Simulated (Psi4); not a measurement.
Cl₃OTa, charge -1, doublet, at a GFN2-xTB geometry (such geometries of metal compounds can be far from the true shape) (the multiplicity is a formal guess) (core potentials on Ta) (a gas-phase anion, which may not be bound at this level). Base run: Psi4 with HF/def2-SV(P).

Here is a job for Psi4.
```
memory 2 GB

molecule mol {
-1 2
Ta    0.201298    0.138199   -0.123119
O     1.491866    1.122330   -0.631549
Cl    1.362621   -1.410947    1.185473
Cl   -1.448541   -1.458247   -0.441938
Cl   -1.480533    1.747597    0.082351
}

set {
  basis def2-sv(p)
  reference uhf
}

energy('scf')
print_variables()
```

The base run was repeated with changes; each row names its change, and settings that it needs were set with it.

```tsv
change	basis functions	E (Eh)	core-seconds (rough)
base	93	-1509.50929	5
basis = def2-SVP	100	-1509.54380	7
basis = def2-SVPD	139	-1509.57170	10
basis = def2-TZVP	182	-1510.12926	10
basis = def2-TZVPP	213	-1510.13521	10
basis = def2-TZVPD	221	-1510.13240	20
```

Totals compare only among sets that treat the same electrons; sets with core potentials leave the core out.

Open shells are given as the SCF converged; they aren't shown to be the lowest states, and a large step between rows can be another state.

A gas-phase anion may not be bound at this level; its values then depend on the basis.
